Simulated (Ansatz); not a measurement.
```yaml
crystal:
  periodic: [false, false, false]
  atoms:
    - {symbol: C, position_ang: [2.074038, 0.225315, 1.229557]}
    - {symbol: C, position_ang: [1.139997, -0.724443, 0.628982]}
    - {symbol: B, position_ang: [-0.102393, -0.197458, -0.043871]}
    - {symbol: C, position_ang: [-1.211041, -1.165146, -0.384435]}
    - {symbol: C, position_ang: [-2.219177, -1.099744, 0.690943]}
    - {symbol: C, position_ang: [-0.247927, 1.254788, -0.426899]}
    - {symbol: C, position_ang: [0.414117, 1.437049, -1.734536]}
    - {symbol: H, position_ang: [2.409475, 0.931142, 0.529132]}
    - {symbol: H, position_ang: [2.921550, -0.250524, 1.625035]}
    - {symbol: H, position_ang: [1.622439, 0.760189, 2.011689]}
    - {symbol: H, position_ang: [1.628578, -1.282874, -0.126958]}
    - {symbol: H, position_ang: [0.861127, -1.465089, 1.326232]}
    - {symbol: H, position_ang: [-0.868396, -2.155525, -0.470908]}
    - {symbol: H, position_ang: [-1.675841, -0.912001, -1.294099]}
    - {symbol: H, position_ang: [-3.023463, -1.745884, 0.501752]}
    - {symbol: H, position_ang: [-2.610498, -0.131006, 0.793152]}
    - {symbol: H, position_ang: [-1.810045, -1.372527, 1.618776]}
    - {symbol: H, position_ang: [-1.256862, 1.536476, -0.518549]}
    - {symbol: H, position_ang: [0.197616, 1.903428, 0.269646]}
    - {symbol: H, position_ang: [-0.011167, 0.820341, -2.470215]}
    - {symbol: H, position_ang: [1.436891, 1.205935, -1.685191]}
    - {symbol: H, position_ang: [0.330994, 2.427578, -2.069253]}
basis:
  gaussian: {orbitals: def2-SVPD}
total_charge: 1
magnetization: {spin_polarized: true, initial_magnetization: 2}
hamiltonian: {xc: {name: LC-wPBE}}
output: {forces: true}
```

```sh
$ ansatz run in.yaml --threads 2 --pin off --events-out ev --progress --plain --max-ram 32768MiB --backend cpu
```

Q: How does Ansatz answer? (An estimate is asked.)

A: Ansatz gave: The program refused the input.
```
Error: a molecule whose nuclei and cores have a total charge of 56 cannot have a net charge of 1 together with 2 unpaired electrons
```
